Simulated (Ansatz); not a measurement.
Start from `[NH]=[Ta]([NH2])([OH])[OH]` and change one atom or group to get `[NH]=[Ta]([NH2])([OH])[F]`.

Ansatz, PBE0-D4/def2-TZVP geometries, multiplicity 1. Each molecule was computed in one conformer, which needn't be the lowest.

Elements past krypton have def2 core potentials.

```
                                      property  `[NH]=[Ta]([NH2])([OH])[OH]`
size of the dipole moment (PBE/def2-TZVPP) / D                          0.76
            LUMO energy (PBE0/def2-TZVPP) / eV                          0.11
           HOMO–LUMO gap (PBE/def2-TZVPP) / eV                          5.39
             HOMO energy (PBE/def2-TZVPP) / eV                         -6.02
           LUMO energy (B3LYP/def2-TZVPP) / eV                         -0.21
            HOMO energy (PBE0/def2-TZVPP) / eV                         -7.47
```

Problem. What does the change do to each property? (Estimate.)

Solution. Computed: 
| property | `[NH]=[Ta]([NH2])([OH])[F]` | shift |
| --- | --- | --- |
| size of the dipole moment (PBE/def2-TZVPP) / D | 2.30 | 1.54 |
| LUMO energy (PBE0/def2-TZVPP) / eV | -0.17 | -0.28 |
| HOMO–LUMO gap (PBE/def2-TZVPP) / eV | 5.29 | -0.10 |
| HOMO energy (PBE/def2-TZVPP) / eV | -6.33 | -0.31 |
| LUMO energy (B3LYP/def2-TZVPP) / eV | -0.45 | -0.24 |
| HOMO energy (PBE0/def2-TZVPP) / eV | -7.73 | -0.26 |

The zero-point energy changes by -28.0 kJ/mol with -3 modes. Dipoles are sizes alone; their direction can turn.

B3LYP here is the variant with VWN-RPA as its local correlation; programs differ in this.
